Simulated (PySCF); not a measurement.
## Tb²⁹⁺: ionisation energy

Tb²⁹⁺ [Kr] → Tb³⁰⁺ [Ar] 3d10 4s2 4p5 [4p1/2^2 4p3/2^3, M_J = 3/2], as a difference of total energies. Computed with PySCF 2.14 in an even-tempered Gaussian basis (17 s from 2.6 bohr⁻², ratio 2.8; 14 p from 3.4 bohr⁻², ratio 2.8; 9 d from 6 bohr⁻², ratio 2.8; 4 f from 18 bohr⁻², ratio 3), with the two-component X2C-1e Hamiltonian. Correlated levels: [Ne] frozen; the 90 highest virtual spinors dropped. "Screened" scales the spin-orbit matrix elements by Boettger's factors to mimic the two-electron term; Breit and QED terms are absent.

| method | ionisation energy (eV) |
| --- | --- |
| GHF (screened spin-orbit) | 1161.4 |
| GMP2 (screened spin-orbit) | 1162.8 |

Breit and QED terms and the two-electron picture change are absent.

For comparison: 1165 ± 4 eV (theoretical estimate listed by NIST; NIST Atomic Spectra Database, ionization energies).
